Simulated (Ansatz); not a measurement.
A run on CH₄S₂Si, SMILES `S=C[SiH2]S` with other settings.

```yaml
crystal:
  periodic: [false, false, false]
  atoms:
    - {symbol: S, position_ang: [-1.256610, 0.823798, -2.029353]}
    - {symbol: C, position_ang: [0.087649, 0.362221, -1.246934]}
    - {symbol: Si, position_ang: [0.221092, 0.370713, 0.675390]}
    - {symbol: S, position_ang: [0.440141, -1.663923, 1.280574]}
    - {symbol: H, position_ang: [0.913903, 0.102209, -1.861692]}
    - {symbol: H, position_ang: [-1.016568, 0.959393, 1.246259]}
    - {symbol: H, position_ang: [1.424428, 1.052164, 1.148001]}
    - {symbol: H, position_ang: [-0.737520, -2.105929, 0.795891]}
basis:
  gaussian: {orbitals: x2c-TZVPPall}
hamiltonian: {xc: {name: wB97M-V}}
```

```sh
$ ansatz run in.yaml --threads 2 --pin off --events-out ev --progress --plain --max-ram 4352MiB
```

Shortened log:

```
Functional definition: wB97M-V
1302 factors; their error is unknown
265 factors; integrals over basis functions are off by at most 1.2e-5 eV
mean field evaluation 1: about -30723.7699 eV, gradient 2.3e1 eV
mean field evaluation 2: about -30724.2722 eV, gradient 1.8e1 eV
mean field evaluation 4: about -30725.0693 eV, gradient 1.3e0 eV
mean field evaluation 8: about -30725.1007 eV, gradient 2.3e-1 eV
mean field evaluation 16: about -30725.1008 eV, gradient 1.1e-4 eV
mean field -30725.10084053 eV, -1129.1266296680 hartree, gradient 6.4e-5 eV, S^2 0.000000; 0 other end points of the search recorded, 0 dependent functions left out
reference -30725.10088664 eV, -1129.1266313627 hartree; 28, 28 occupied and 185, 185 virtual orbitals, 1302 factors
Total energy: -30725.10088664 eV, -1129.1266313627 hartree
Relativity: scalar
```

Hardware: 2 threads of an Arm Neoverse V2 on a shared host. Wall time 11 s, peak host memory 0.54 GiB.
